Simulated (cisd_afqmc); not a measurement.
Input (AFQMC/CISD/cc-pVTZ; cisd_afqmc is a phaseless AFQMC code with CISD trial states that reads the integrals written by Ansatz):

Ansatz 0.2 input:
```python
import cisd_afqmc

open("ham.yaml", "w").write("""\
crystal:
  periodic: [false, false, false]
  atoms:
    - {symbol: C, position_ang: [0.87285693, -1.13470234, 0.32134698]}
    - {symbol: C, position_ang: [0.09648225, -0.11639016, 0.03462481]}
    - {symbol: C, position_ang: [-1.35597722, -0.21499850, -0.30316351]}
    - {symbol: O, position_ang: [0.51789846, 1.20111500, 0.00486744]}
    - {symbol: H, position_ang: [1.88805120, -1.36893755, 0.58749441]}
    - {symbol: H, position_ang: [-1.68851240, -1.25003210, -0.28013787]}
    - {symbol: H, position_ang: [-1.94406679, 0.36775731, 0.40940546]}
    - {symbol: H, position_ang: [-1.53545862, 0.19849286, -1.29816076]}
    - {symbol: H, position_ang: [1.45662720, 1.24034557, 0.22560962]}
basis:
  gaussian:
    orbitals: cc-pVTZ
magnetization: {spin_polarized: true, initial_magnetization: 1}
correlation: {method: ccsd, electrons: outside_noble_gas, hamiltonian_folder: ham}
""")
rep = cisd_afqmc.ansatz("ham.yaml")
e_ccsd = rep["correlation"]["coupled_cluster"]["energy"]["hartree"]
out = cisd_afqmc.run("ham", e_ccsd, trial="CISD", walkers=1000, populations=1, threads=12, dt=0.005, steps=40, early=24, settle=10, least=100,
    cut=5e-5, rank_cut=2e-4, target=0.0007, seconds=1500, seed=4, memory=62639, gpu=True)
```

Output:

```
orbitals 186, occupied [12, 11], factors 969 of 1095, rank of the doubles 1209 of 4013
E(HF) = -191.361331
E(CCSD) on the cut factors = -192.094973, shift to the whole factors -0.000011
Energy of the trial state on the determinant = -192.094953
  tau behind 7.2 of longer steps, mean of the populations' last blocks
   2.0  -192.12988
   4.0  -192.12925
   6.0  -192.12855
   8.0  -192.12758
  10.0  -192.13207
  12.0  -192.12614
  14.0  -192.12704
  16.0  -192.12674
  18.0  -192.12845
  20.0  -192.12672
  22.0  -192.12912
blocks 100 (0 outliers left out), error by blocks joined: 1: 0.00030, 2: 0.00036, 4: 0.00043, 8: 0.00048
E(AFQMC/CISD) = -192.12817 +/- 0.00048
```

The determinant is spin-contaminated: <S^2> is 0.90, 0.15 over the pure value.
